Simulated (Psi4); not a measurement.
S$_{2}$ (SMILES S=S), triplet, geometry from GFN2-xTB. Base run: BLYP/6-31G* run with Psi4.

The Psi4 input:
```
memory 2 GB

molecule mol {
0 3
  S    -0.000000   -0.000000   -0.950021
  S     0.000000    0.000000    0.950021
}

set basis 6-31g*
set reference uks

energy('blyp')
print_variables()
```

The base run was repeated with changes; each row names its change, and settings that it needs were set with it.

```csv
change,ΔE vs base (µEh),SCF cycles,grid points,basis functions
base,0.0,7,40832,38
scf_type = dfdirj+link,2.3,7,40832,38
level_shift = 0.3,0.0,6,40832,38
e_convergence = 1e-4,0.0,7,40832,38
d_convergence = 1e-8,0.0,8,40832,38
scf_type = pk,46.6,7,40832,38
guess = sadno,0.0,7,40832,38
ints_tolerance = 1e-8,0.0,7,40832,38
scf_type = direct,46.6,11,40832,38
guess = modhuckel,0.0,7,40832,38
damping_percentage = 20,0.3,15,40832,38
diis_max_vecs = 15,0.0,7,40832,38
scf_type = dfdirj+cosx,2.3,8,40832,38
```

Open shells are given as the SCF converged; they aren't shown to be the lowest states, and a large step between rows can be another state.
